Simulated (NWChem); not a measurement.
System: CH5NSi2; SMILES C1=N[SiH2][SiH2]1

NWChem input:

```
start job
memory heap 200 mb stack 900 mb global 1100 mb
geometry units angstroms noautosym nocenter noautoz
  C      1.350857    -0.395166     0.000000
  N      1.203399     0.882727     0.000000
  Si    -0.592236     1.086209     0.000000
  Si    -0.378908    -1.248440     0.000000
  H      2.369897    -0.831693     0.000000
  H     -1.084403     1.804354     1.213426
  H     -1.084403     1.804354    -1.213426
  H     -0.703657    -2.065057     1.212411
  H     -0.703657    -2.065057    -1.212411
end
basis spherical
  * library def2-svp
end
dft
  xc b3lyp
  iterations 150
end
cosmo
  do_cosmo_smd true
  solvent propanol
end
task dft energy
```

Excerpt of the output:

```
             Northwest Computational Chemistry Package (NWChem) 7.3.0
             --------------------------------------------------------

                             Geometry "geometry" -> ""
                             -------------------------

 Output coordinates in angstroms (scale by  1.889725989 to convert to a.u.)

  No.       Tag          Charge          X              Y              Z
 ---- ---------------- ---------- -------------- -------------- --------------
    1 C                    6.0000     1.35085700    -0.39516600     0.00000000
    2 N                    7.0000     1.20339900     0.88272700     0.00000000
    3 Si                  14.0000    -0.59223600     1.08620900     0.00000000
    4 Si                  14.0000    -0.37890800    -1.24844000     0.00000000
    5 H                    1.0000     2.36989700    -0.83169300     0.00000000
    6 H                    1.0000    -1.08440300     1.80435400     1.21342600
    7 H                    1.0000    -1.08440300     1.80435400    -1.21342600
    8 H                    1.0000    -0.70365700    -2.06505700     1.21241100
    9 H                    1.0000    -0.70365700    -2.06505700    -1.21241100

 Effective nuclear repulsion energy (a.u.)     199.1785793602

                                 NWChem DFT Module
                                 -----------------

 Summary of "ao basis" -> "ao basis" (spherical)
 ------------------------------------------------------------------------------
       Tag                 Description            Shells   Functions and Types
 ---------------- ------------------------------  ------  ---------------------
 C                          def2-svp                 6       14   3s2p1d
 N                          def2-svp                 6       14   3s2p1d
 Si                         def2-svp                 8       18   4s3p1d
 H                          def2-svp                 3        5   2s1p

 in cosmo_initialize ...
 calling solv_data for solv:propanol

 solvent parameters
 solvname_short: propanol
 solvname_long:  1-propanol
 dielec:       20.5240
 dielecinf:     1.9182
 nonaqueous SMD model solvent descriptors
 dielec:       20.5240
 sola:          0.3700
 solb:          0.4800
 solc:          0.0000
 solg:         33.5700
 solh:          0.0000
 soln:          1.3850

          ---------------
          -cosmo- solvent
          ---------------
 Cosmo: York-Karplus, doi: 10.1021/jp992097l
 dielectric constant -eps-     =  20.52
 screen = (eps-1)/(eps    )    =   0.95128
 surface charge correction     = lagrangian

   van der Waals surface
 --------------------------

 ---------- ATOMIC COORDINATES (A.U.) ------------ VDWR(ANG.) --
     1    2.55274958   -0.74675546    0.00000000     1.850
     2    2.27409436    1.66811215    0.00000000     1.890
     3   -1.11916376    2.05263738    0.00000000     2.470
     4   -0.71603229   -2.35920951    0.00000000     2.470
     5    4.47845595   -1.57167188    0.00000000     1.200
     6   -2.04922453    3.40973465    2.29304265     1.200
     7   -2.04922453    3.40973465   -2.29304265     1.200
     8   -1.32971892   -3.90239188    2.29112458     1.200
     9   -1.32971892   -3.90239188   -2.29112458     1.200
 number of segments per atom =        128
 number of   points per atom =        128
 atom (   nspa,  nppa )
 ----------------------
    1 (     36,     0 )       0
    2 (     52,     0 )       0
    3 (     78,     0 )       0
    4 (     82,     0 )       0
    5 (     56,     0 )       0
    6 (     33,     0 )       0
    7 (     33,     0 )       0
    8 (     33,     0 )       0
    9 (     33,     0 )       0
 number of -cosmo- surface points =      436
 molecular surface =    128.401 angstrom**2
 molecular volume  =    127.402 angstrom**3
 -lineq- algorithm             =   0
 -bem- low  level              =   3
 -bem- from -octahedral-
 gaussian surface charge width =   4.50000
 degree of switching           =   1.00000
 switching function tolerance  =   0.00010
 atomic radii =
 --------------
    1  6.000  1.850
    2  7.000  1.890
    3 14.000  2.470
    4 14.000  2.470
    5  1.000  1.200
    6  1.000  1.200
    7  1.000  1.200
    8  1.000  1.200
    9  1.000  1.200
 ...... end of -cosmo- initialization ......

[...]

                                COSMO-SMD solvation results
                                ---------------------------

             internal energy in gas <Psi(g)|H|Psi(g)> =      -674.587497595417
         internal energy in solvent <Psi(s)|H|Psi(s)> =      -674.586610049182
                               delta internal energy  =         0.000887546236 (    0.56 kcal/mol)
   total free energy in solvent <Psi(s)|H+V/2|Psi(s)> =      -674.592246786990
 polarization energy contribution <Psi(s)|V/2|Psi(s)> =        -0.005636737809 (   -3.54 kcal/mol)
    total free energy in solvent including G(SMD-CDS) =      -674.590374066493
                       G(SMD-CDS) energy contribution =         0.001872720497 (    1.18 kcal/mol)
     1 M fixed-concentration free energy of solvation =        -0.002876471076 (   -1.81 kcal/mol)

                       DFT Final Molecular Orbital Analysis
                       ------------------------------------

 Vector   21  Occ=2.000000D+00  E=-3.242856D-01
              MO Center=  2.6D-01,  5.1D-01, -3.1D-09, r^2= 4.0D+00
   Bfn.  Coefficient  Atom+Function         Bfn.  Coefficient  Atom+Function
  ----- ------------  ---------------      ----- ------------  ---------------
    20      0.336758  2 N  pz                 6     -0.298638  1 C  pz
    23     -0.232710  2 N  pz                 9     -0.206514  1 C  pz
    70      0.206884  6 H  s                 75     -0.206884  7 H  s
    71      0.153406  6 H  s                 76     -0.153406  7 H  s
    38      0.148738  3 Si pz                80      0.121570  8 H  s

 Vector   22  Occ=2.000000D+00  E=-2.810922D-01
              MO Center= -4.0D-01, -6.3D-02,  4.5D-09, r^2= 3.3D+00
   Bfn.  Coefficient  Atom+Function         Bfn.  Coefficient  Atom+Function
  ----- ------------  ---------------      ----- ------------  ---------------
    37      0.286212  3 Si py                40      0.246636  3 Si py
    55     -0.220767  4 Si py                 4     -0.208052  1 C  px
    58     -0.195000  4 Si py                54      0.192776  4 Si px
    57      0.169234  4 Si px                 3      0.165488  1 C  s
    31     -0.164169  3 Si s                 34     -0.151935  3 Si py

 Vector   23  Occ=2.000000D+00  E=-2.419326D-01
              MO Center=  9.8D-01,  2.7D-01,  6.7D-10, r^2= 2.8D+00
   Bfn.  Coefficient  Atom+Function         Bfn.  Coefficient  Atom+Function
  ----- ------------  ---------------      ----- ------------  ---------------
    18      0.415426  2 N  px                21     -0.322721  2 N  px
    19      0.234887  2 N  py                22     -0.203791  2 N  py
    49     -0.201836  4 Si s                 65      0.188081  5 H  s
     4      0.169138  1 C  px                31      0.165061  3 Si s
    36      0.163803  3 Si px                17     -0.151452  2 N  s

 Vector   24  Occ=0.000000D+00  E=-4.661032D-02
              MO Center=  1.0D+00, -5.6D-02,  8.9D-10, r^2= 2.6D+00
   Bfn.  Coefficient  Atom+Function         Bfn.  Coefficient  Atom+Function
  ----- ------------  ---------------      ----- ------------  ---------------
     9      0.467493  1 C  pz                23     -0.448610  2 N  pz
     6      0.421335  1 C  pz                20      0.404359  2 N  pz
    59      0.397686  4 Si pz                81     -0.304106  8 H  s
    86      0.304106  9 H  s                 41     -0.249956  3 Si pz
    71      0.171809  6 H  s                 76     -0.171809  7 H  s

 Vector   25  Occ=0.000000D+00  E=-4.785444D-03
              MO Center= -6.2D-01, -2.8D-01, -2.3D-09, r^2= 5.0D+00
   Bfn.  Coefficient  Atom+Function         Bfn.  Coefficient  Atom+Function
  ----- ------------  ---------------      ----- ------------  ---------------
    57      0.753351  4 Si px                40     -0.649875  3 Si py
    32      0.536538  3 Si s                 58     -0.517074  4 Si py
     3     -0.481429  1 C  s                 39     -0.481478  3 Si px
    50     -0.325189  4 Si s                 31      0.316283  3 Si s
    17      0.276879  2 N  s                 49     -0.258955  4 Si s

 Vector   26  Occ=0.000000D+00  E= 9.651123D-03
              MO Center= -6.7D-01,  8.7D-02, -3.3D-09, r^2= 4.5D+00
   Bfn.  Coefficient  Atom+Function         Bfn.  Coefficient  Atom+Function
  ----- ------------  ---------------      ----- ------------  ---------------
    39      0.868875  3 Si px                57      0.733640  4 Si px
     3     -0.680838  1 C  s                 17     -0.649851  2 N  s
    58      0.401776  4 Si py                 8      0.348444  1 C  py
     7      0.258904  1 C  px                21      0.227452  2 N  px
    71      0.225527  6 H  s                 76      0.225527  7 H  s

     Multipole analysis of the density
     ---------------------------------

     L   x y z        total         alpha         beta         nuclear
     -   - - -        -----         -----         ----         -------
     0   0 0 0     -0.000000    -23.000000    -23.000000     46.000000

     1   1 0 0     -0.563434     -1.913208     -1.913208      3.262982
     1   0 1 0     -0.736172     -0.541714     -0.541714      0.347256
     1   0 0 1     -0.000000     -0.000000     -0.000000      0.000000

     2   2 0 0    -30.059259    -81.031855    -81.031855    132.004450
     2   1 1 0     -2.910087      0.560069      0.560069     -4.030226
     2   1 0 1      0.000000      0.000000      0.000000      0.000000
     2   0 2 0    -30.652736   -123.282750   -123.282750    215.912764
     2   0 1 1     -0.000000     -0.000000     -0.000000      0.000000
     2   0 0 2    -30.190457    -25.602525    -25.602525     21.014593
```

Level: B3LYP/def2-SVP, SMD on the gas-phase geometry. Coordinates come from a PBE0/def2-SVP optimisation. Solvent: 1-propanol.
